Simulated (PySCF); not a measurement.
Species: cyclooctasulfur, S₈.
Bonds: S1–S2, S2–S3, S3–S4, S4–S5, S5–S6, S6–S7, S7–S8, S1–S8.

The same species was optimised twice, with GFN2-xTB and with PBE0-D3(BJ)/def2-SVP (PySCF), and the same property calculations (PySCF, gas phase) were run on both structures.

```
  coordinate  GFN2-xTB  PBE0-D3(BJ)/def2-SVP  change
   S4–S5 (Å)     2.055                 2.070  +0.015
   S2–S3 (Å)     2.055                 2.070  +0.015
   S6–S7 (Å)     2.055                 2.070  +0.015
   S7–S8 (Å)     2.056                 2.071  +0.015
   S1–S2 (Å)     2.055                 2.070  +0.015
   S1–S8 (Å)     2.055                 2.070  +0.015
   S5–S6 (Å)     2.056                 2.069  +0.013
   S3–S4 (Å)     2.056                 2.069  +0.013
S1–S8–S7 (°)     108.4                 107.6    -0.8
S4–S5–S6 (°)     108.4                 107.7    -0.7
S1–S2–S3 (°)     108.4                 107.7    -0.7
S5–S6–S7 (°)     108.4                 107.7    -0.7
S6–S7–S8 (°)     108.4                 107.7    -0.7
S3–S4–S5 (°)     108.3                 107.7    -0.6
S2–S3–S4 (°)     108.3                 107.7    -0.6
S2–S1–S8 (°)     108.3                 107.9    -0.4
```

Rotational constants: A = 654.9, B = 653.6, C = 355.7 MHz (GFN2-xTB) against A = 648.9, B = 648.1, C = 353.6 MHz (PBE0-D3(BJ)/def2-SVP). Point groups within 0.08 Å: D4d and D4d. Atoms that the bonding makes alike are paired by their places after alignment.

On the GFN2-xTB structure: isotropic polarisability (au) 168.6 [PBE0/def2-SVPD]; HOMO (eV) -7.77 [PBE0/def2-SVPD]; LUMO (eV) -2.37 [PBE0/def2-SVPD]; HOMO (eV) -7.88 [PBE0/pcSseg-1]; LUMO (eV) -2.41 [PBE0/pcSseg-1]; GIAO shielding of S1 (×8) (mean) (ppm) 323.5 [PBE0/pcSseg-1].

What do these properties become on the PBE0-D3(BJ)/def2-SVP structure?

| property | level | on GFN2-xTB | on PBE0-D3(BJ)/def2-SVP | change |
| --- | --- | --- | --- | --- |
| isotropic polarisability (au) | PBE0/def2-SVPD | 168.6 | 170.1 | +1.5 |
| HOMO (eV) | PBE0/def2-SVPD | -7.77 | -7.76 | +0.01 |
| LUMO (eV) | PBE0/def2-SVPD | -2.37 | -2.41 | -0.04 |
| energy, GFN2-xTB geometry as zero (kcal/mol) | PBE0/def2-SVPD | 0.0 | -0.4 | -0.4 |
| HOMO (eV) | PBE0/pcSseg-1 | -7.88 | -7.90 | -0.02 |
| LUMO (eV) | PBE0/pcSseg-1 | -2.41 | -2.46 | -0.05 |
| energy, GFN2-xTB geometry as zero (kcal/mol) | PBE0/pcSseg-1 | 0.0 | -0.4 | -0.4 |
| GIAO shielding of S1 (×8) (mean) (ppm) | PBE0/pcSseg-1 | 323.5 | 291.3 | -32.2 |

The heavy atoms differ by 0.013 Å rms after alignment. Among bonds between heavy atoms S1–S2, S1–S8, S2–S3, S4–S5, S6–S7 and S7–S8 change most and about equally (+0.015 Å). Changes are differences of the printed values. Neither structure is proved a minimum here.
